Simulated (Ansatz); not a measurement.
```xyz
11

N     1.1884   -0.8088   -1.2375
Hf   -0.1315   -0.4184    0.2509
N     0.7402    0.9504    1.4659
N    -1.7312    0.4871   -0.6039
Cl   -0.7523   -2.3967    1.4352
H     2.0011   -1.4042   -1.1487
H     1.1030   -0.5145   -2.1995
H     0.3980    1.2140    2.3804
H     1.6190    1.4184    1.2987
H    -2.4557    0.0108   -1.1247
H    -1.9789    1.4620   -0.5168
```

Total charge 0; spin multiplicity 1. Hf: def2 effective core potential.

Question: List the B3LYP/def2-TZVPP orbital energies in eV (Ansatz). (An estimate is asked.)

Answer: Ansatz gave: Occupied: -2761.44, -388.71, -388.71, -388.71, -256.20, -195.15, -195.12, -195.12, -66.92, -35.52, -35.51, -35.51, -22.37, -22.15, -22.15, -21.05, -13.00, -13.00, -12.89, -10.70, -10.17, -10.17, -9.28, -8.50, -8.50, -7.28, -7.28, -7.08. Lowest empty: -0.34, -0.20, -0.20, 0.67, 0.86, 0.86, 1.26, 1.26.

B3LYP here is the variant with VWN-RPA as its local correlation; programs differ in this.
